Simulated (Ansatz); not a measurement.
A run of Ansatz (development build ahead of 0.2.0) on singlet CuH at this shape:

| atom | x (Å) | y (Å) | z (Å) |
| --- | --- | --- | --- |
| Cu | 0.0001 | 0.0465 | 0.0862 |
| H | -0.0836 | -0.0286 | 1.2758 |

Its results:

```yaml
Converged: yes
Reference_energy: -1639.19491 hartree
Correlation_energy: -0.41419 hartree
Total_energy: -1639.60910 hartree
Spin_squared_of_the_determinant: 0.000
```

Problem. Which input gives this output? Name the method, the orbitals and the basis set, and write the input.

Solution. RHF-MP2 in def2-SVP. An unrestricted run that stays on the closed shell gives the same numbers.

```yaml
crystal:
  periodic: [false, false, false]
  atoms:
    - { symbol: Cu, position_ang: [7.0e-05, 0.04651, 0.08617] }
    - { symbol: H, position_ang: [-0.08361, -0.02858, 1.27579] }
basis:
  gaussian: { orbitals: def2-SVP }
hamiltonian:
  xc: hf
correlation:
  method: mp2
  frozen_orbitals: { Cu: 5, H: 0 }
```
